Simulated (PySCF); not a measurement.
Input of a run (PBE0-D3(BJ)/def2-SVP geometry optimisation, gas phase (PySCF 2.14.0)), started from GFN2-xTB:
```
{"job": {"xc": "PBE0", "basis": "def2-SVP", "d3": "d3bj", "grid": 1, "maxiter": 40, "kind": "geom"}, "charge": 1, "multiplicity": 1}
Cu     0.002710    -0.001390     0.000160
O      0.009320     0.001250     1.916820
H     -0.534190     0.681520     2.335310
H      0.879380    -0.002430     2.335600
O     -0.018310     0.002750    -1.916770
H     -0.892850    -0.035840    -2.325130
H      0.553930    -0.645860    -2.346000
```

Output (energies in Eh, forces in Eh/bohr):
```
step   0  E = -1792.42552131  max force = 0.009905
step   1  E = -1792.42651912  max force = 0.004867
step   2  E = -1792.42730006  max force = 0.003708
step   3  E = -1792.42753896  max force = 0.002869
step   4  E = -1792.42780906  max force = 0.001146
step   5  E = -1792.42788574  max force = 0.000360
step   6  E = -1792.42791530  max force = 0.000177
step   7  E = -1792.42792809  max force = 0.000111
optimisation converged
```

Problem. Summarise the run.

Solution. The energy falls by 0.065 eV over 8 energy and gradient evaluations, the largest force component goes from 0.0099 to 1.1e-04 Eh/bohr, and the atoms move by 0.131 Å rms after alignment. Among the bonds, Cu1–O2 and Cu1–O5 change most and about equally (-0.008 to -0.007 Å). Bonds longer at the end by more than 0.005 Å: 0 of 6; shorter: 2. Among the angles that change most is Cu1–O2–H3, from 115.6° to 125.5°. The energy never rose by more than 1e-6 Eh on the way. The first step brought 41 % of the lowering.

Problem. What are the final bond lengths?

Solution. Cu1–O2 1.909 Å, Cu1–O5 1.910 Å, O2–H3 0.966 Å, O2–H4 0.966 Å, O5–H6 0.966 Å, O5–H7 0.966 Å. Numbering counts from 1 in the input's order; the species is [Cu(H2O)2]+ (`[OH2]->[Cu+]<-[OH2]`).

The run used 79 basis functions and 58 SCF cycles in all. The run took 15 s wall on one thread, Arm Neoverse V1 (aarch64), on a shared host, and the process peaked at 0.31 GiB of memory.

Whether it is a minimum is left open (no frequencies).
